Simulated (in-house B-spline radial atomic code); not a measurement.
Whole-atom quantities along the 16-electron series, configuration [Ne] 3s2 3p4. Breit and QED terms are first order and not part of the total energy; the density at the nucleus is averaged over the nuclear charge. Computed with an all-electron radial atomic-structure program (B-spline basis): Dirac-Hartree-Fock, average of the configuration, finite nuclei.

| ion | Z | E/Z² (Eh) | Σ<r²> (bohr²) | n(0)/Z³ (bohr⁻³) | Lamb diamagnetic shielding (ppm) | repulsion over attraction | Breit energy (eV) | self-energy (eV) | vacuum polarisation (eV) | Dirac less non-relativistic energy (Eh) |
| --- | --- | --- | --- | --- | --- | --- | --- | --- | --- | --- |
| S | 16 | -1.557 | 29.306 | 0.71439 | 1055.78 | 0.15995 | 2.3818 | 1.6727 | -0.10977 | -1.1194 |
| Cl+ | 17 | -1.5933 | 20.674 | 0.72627 | 1140.81 | 0.15441 | 2.9428 | 2.0768 | -0.14026 | -1.457 |
| Ar2+ | 18 | -1.627 | 15.695 | 0.73855 | 1225.71 | 0.14876 | 3.5889 | 2.5455 | -0.17673 | -1.8675 |
| K3+ | 19 | -1.6581 | 12.447 | 0.75137 | 1310.6 | 0.14323 | 4.3263 | 3.0842 | -0.21991 | -2.3612 |
| Ca4+ | 20 | -1.687 | 10.17 | 0.76435 | 1395.57 | 0.13791 | 5.161 | 3.6987 | -0.27057 | -2.9487 |
| Sc5+ | 21 | -1.7139 | 8.4956 | 0.77752 | 1480.67 | 0.13285 | 6.0994 | 4.3946 | -0.32956 | -3.6416 |

(1) With what power of Z does the column «Dirac less non-relativistic energy (Eh)» change over this range?

Answers

(1) A fit of the logarithm of its size against log Z from Z = 16 to 21 has slope 4.34. An unscreened hydrogenic electron would give 4 at low Z; screening makes the apparent power larger near the neutral end, and relativity raises it again at high Z.
